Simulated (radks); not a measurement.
Results of a calculation; reference values are marked as such.
Problem. Valence configurations of Se II (all share [Ar]). Level of theory: scalar-relativistic Kohn-Sham, PBEsol, spin-polarised, spherical densities, finite nucleus; open shells are filled with parallel spins first; Fermi nuclear charge, rms radius 4.14 fm (a radial shooting solver on a logarithmic mesh with Libxc functionals). Order these by energy: 3d8 4s2 4p5; 3d10 4p5; 3d9.5 4s2 4p3.5; 3d9 4s2 4p4; 3d10 4s1 4p4; 3d9 4p6; 3d10 4s2 4p3.

Solution. From the lowest, in eV above it: 3d10 4s2 4p3 0.000; 3d10 4s1 4p4 11.495; 3d10 4p5 25.096; 3d9.5 4s2 4p3.5 25.857; 3d9 4s2 4p4 53.930; 3d9 4p6 79.926; 3d8 4s2 4p5 117.02. NIST lists [Ar] 3d10 4s2 4p3 as the ground configuration; this level of theory agrees among the configurations tried. The energies are those of spherical high-spin densities, not of single terms.
